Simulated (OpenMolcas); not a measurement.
# Ag3+: moving or changing the point charges

Ag3+ among 4 point charges of -2.5 e arranged as a square (D4h), 2.08 Å from the ion.
```
   2.0800    0.0000    0.0000  -2.50
   0.0000    2.0800    0.0000  -2.50
  -2.0800    0.0000    0.0000  -2.50
   0.0000   -2.0800    0.0000  -2.50
```

* Program: OpenMolcas
* Method: SS-CASPT2, IPEA 0.25 Eh, imaginary shift 0.1 Eh (closed shells correlated: 4s 4p)
* Basis: ANO-RCC-VDZP [6s5p3d1f]
* Scalar Hamiltonian: DKH2, point nucleus
* Active space: 8 electrons in 5 orbitals (4d)
* State averaging: 2S+1 = 3 even, 10 roots; 2S+1 = 1 even, 15 roots
* Spin-orbit coupling: RASSI with atomic mean-field integrals over the reference wave functions

Runs around this geometry, states (labels of D4, the rotations of D4h). Energies in cm-1 above the lowest state or level, χT in cm3 K/mol.

```json
{"R (Å)": "2.08", "q (e)": "-1.62", "Ground state": "3A2", "First state of that spin": "3E 520", "First gap with spin-orbit (degeneracies)": "300 (1, 1)", "χT at 300 K": "2.411", "First state of another spin": "1A1 6920"}
{"R (Å)": "1.94", "q (e)": "-2.5", "Ground state": "3A2", "First state of that spin": "3E 7300", "First gap with spin-orbit (degeneracies)": "1640 (1, 2)", "χT at 300 K": "0.306", "First state of another spin": "1A1 3330"}
{"R (Å)": "2.08", "q (e)": "-2.5", "Ground state": "3A2", "First state of that spin": "3E 4620", "First gap with spin-orbit (degeneracies)": "1290 (1, 2)", "χT at 300 K": "0.491", "First state of another spin": "1A1 5230"}
{"R (Å)": "2.25", "q (e)": "-2.5", "Ground state": "3A2", "First state of that spin": "3E 2230", "First gap with spin-orbit (degeneracies)": "1040 (1, 1)", "χT at 300 K": "0.891", "First state of another spin": "1A1 6850"}
```

Taking the first state of the same spin as R^-n, n = -ln(2230 / 7300) / ln(2.25 / 1.94) = 8.0 between the shortest and longest distance.

Scaling the charges by -1.62 / -2.5 = 0.65 scales the first state of the same spin by 520 / 4620 = 0.11; with fixed orbitals a first-order splitting would follow the charge.

This shell can be high or low spin here, a state of another spin lies low, and with metal d orbitals alone active their balance is uncertain, so the ground spin may be wrong. Point charges give a weaker field than real ligands, and real ions of this kind are as a rule low spin; the high spin found here belongs to the model. Free-ion shares, where given, are those of the reference states; single-state CASPT2 does not remix them. This is an electrostatic model: the charges have no orbitals. No measured value stands beside these numbers.
